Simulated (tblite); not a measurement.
Question: Give a GFN2-xTB geometry of InChI=1S/C5H2NS/c6-3-5-1-2-7-4-5/h2,4H. (Doublet state.)

Answer: 
```
atom  x, y, z in Å
N1     3.0972   -0.7157    0.0076
C2     1.9786   -0.4667    0.0046
C3     0.6054   -0.1675    0.0018
C4    -0.4436   -1.1068    0.0939
C5    -1.6807   -0.6416    0.0756
S6    -1.6317    1.1181   -0.0673
C7     0.0848    1.1006   -0.0929
H8    -2.6269   -1.1353    0.1287
H9     0.6305    2.0208   -0.1771
```

Orientation and origin are arbitrary. Atoms count from 1 in this order. The 2 C–S bonds span 1.717 Å (S6–C7, aromatic) to 1.766 Å (C5–S6, aromatic), a spread of 0.049 Å. C7 (carbon bonded to C, S and H) is planar (angles 127.2°, 120.1° and 112.8°, sum 360.0°, 0.00 Å off the plane of its three neighbours). C4 (carbon bonded to 2 C) is bent (angle 117.4°). The 4 C–C bonds span 1.322 Å (C4–C5, aromatic) to 1.411 Å (C3–C4, aromatic), a spread of 0.089 Å.

Bonds between heavy atoms (Å): N1≡C2 1.146, C2–C3 1.405, C3–C4 1.411, C4–C5 1.322, C5–S6 1.766, S6–C7 1.717, C3–C7 1.374.

The geometry is computed with GFN2-xTB (gas phase). This method treats the open shell by occupation alone, without spin polarisation.

Point group: Cs (every atom within 0.08 Å of its image). Its GFN2-xTB frequencies are all real (lowest 138 cm⁻¹).

Hardware: Arm Neoverse V2, one thread, shared host. Cost: under 0.1 s wall. This is the geometry optimisation.
